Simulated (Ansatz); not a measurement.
Geometry optimisation, RKS PBE-D4/def2-SVP (Ansatz).

Input:

```yaml
crystal:
  periodic: [false, false, false]
  atoms:
    - { symbol: Hf, position_ang: [0.0, 0.0, 0.0] }
    - { symbol: O, position_ang: [0.0, 0.0, 2.07] }
    - { symbol: H, position_ang: [-0.9095, -0.2814, 2.4071] }
    - { symbol: Cl, position_ang: [2.3764, 0.0, -0.8392] }
    - { symbol: Cl, position_ang: [-1.1869, 2.0563, -0.8392] }
    - { symbol: O, position_ang: [-0.975, -1.6891, -0.6893] }
    - { symbol: Si, position_ang: [-1.8567, -2.7511, 0.2684] }
    - { symbol: H, position_ang: [-1.4471, -2.6052, 1.6622] }
    - { symbol: H, position_ang: [-3.2801, -2.4505, 0.1462] }
    - { symbol: H, position_ang: [-1.6101, -4.1218, -0.1696] }
basis:
  gaussian: { orbitals: def2-SVP }
hamiltonian:
  xc: pbe
  dispersion: d4
relax:
  f_tol: 0.02
  max_steps: 40
```

Run as:

```bash
$ ansatz run input.yaml --threads 4 --pin off --max-ram 5120MiB --backend cpu --events-out ev --progress --plain --runs-dir out
```

Where does it end, and by what steps?

The run converged. The force dipped under the threshold on the way, but the program's further checks kept it going. After 15 steps the energy has fallen by 1.088 eV; H3 moved furthest, 1.61 Å.

| step | energy less start (eV) | largest force component (eV/Å) | accepted |
| --- | --- | --- | --- |
| 0 | 0.0000 | 2.380 | yes |
| 1 | -0.7497 | 1.193 | yes |
| 2 | -0.8829 | 0.593 | yes |
| 3 | -0.9370 | 0.345 | yes |
| 4 | -0.9767 | 0.382 | yes |
| 5 | -1.0101 | 0.232 | yes |
| 6 | -1.0383 | 0.150 | yes |
| 7 | -1.0540 | 0.569 | yes |
| 8 | -1.0699 | 0.194 | yes |
| 9 | -1.0830 | 0.070 | yes |
| 10 | -1.0820 | 0.702 | no |
| 11 | -1.0831 | 0.252 | yes |
| 12 | -1.0871 | 0.010 | yes |
| 13 | -1.0876 | 0.193 | yes |
| 14 | -1.0880 | 0.075 | yes |
| 15 | -1.0883 | 0.004 | yes |

```xyz
10
Properties=species:S:1:pos:R:3
Hf -0.075 0.078 0.177
O 0.143 0.582 2.007
H 0.200 0.754 2.955
Cl 2.046 -0.323 -0.803
Cl -1.254 1.773 -0.987
O -1.107 -1.555 0.083
Si -2.011 -2.975 0.134
H -2.111 -3.449 1.558
H -3.387 -2.704 -0.405
H -1.333 -4.023 -0.701
```

Whether the end is a true minimum wasn't checked by a vibrational analysis.

Time of the run: 14 s on 4 threads of AMD EPYC 9R45 96-Core Processor (Zen 5), on a shared host, peak memory 0.22 GiB.
